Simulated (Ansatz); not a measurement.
`N[Si](F)([SiH3])S` + `C[CH2][GeH3]` → `C[CH2][GeH2][SiH3]` + `N[SiH](F)S`  (formal exchange of groups at the Si–Si bond)

Isolated molecules relaxed with PBE0-D4/def2-TZVP in Ansatz; ΔE leaves out vibrations. CCSD(T)/CBS adds triple-zeta CCSD(T) − MP2 to the extrapolated MP2 energy (def2 sets, frozen cores). DFT in def2-TZVPP. For Ge outer-core shells are correlated without core-valence functions, which leaves a few kJ/mol of doubt a bond. Scalar relativity is left out up to krypton. Each species was taken in one conformer, which may not be the lowest.

```
             species  PBE0-D4 energy (Eh)
 `N[Si](F)([SiH3])S`          -1135.08293
      `C[CH2][GeH3]`          -2157.68972
`C[CH2][GeH2][SiH3]`          -2448.27986
        `N[SiH](F)S`           -844.50063
```

Q: Work out ΔE.

A: ΔE = (-2448.27986) + (-844.50063) − (-1135.08293) − (-2157.68972) = -0.00784 Eh = -0.21 eV. CCSD(T)/CBS gives -0.26 eV.

Largest T1 diagnostic among the species: 0.012.
